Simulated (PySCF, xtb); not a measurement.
C2H10OSi2, SMILES [SiH3][SiH2]CCO. The values are those of a single conformer.

Harmonic wavenumbers (cm⁻¹) from GFN2-xTB in xtb at its own minimum, in rising order: 22, 63, 78, 140, 213, 334, 365, 380, 444, 467, 472, 583, 653, 745, 768, 791, 815, 818, 824, 928, 1025, 1084, 1112, 1223, 1268, 1323, 1358, 1487, 1489, 2175, 2189, 2229, 2232, 2240, 2860, 2948, 2973, 2977, 3540.

Task: What does PBE-D3(BJ)/def2-SVP (PySCF 2.14.0) give at its own minimum? (Estimate from the structure and the level; the computed values follow.)

Result: 53, 80, 98, 144, 207, 308, 342, 372, 421, 479, 536, 655, 661, 747, 758, 837, 891, 903, 909, 921, 1005, 1061, 1103, 1144, 1251, 1332, 1364, 1386, 1437, 2138, 2146, 2149, 2161, 2163, 2889, 2959, 2998, 3027, 3696. Paired by order, the mean absolute difference is 39 cm⁻¹ and the zero-point energies are 68.1 and 68.2 kcal/mol.
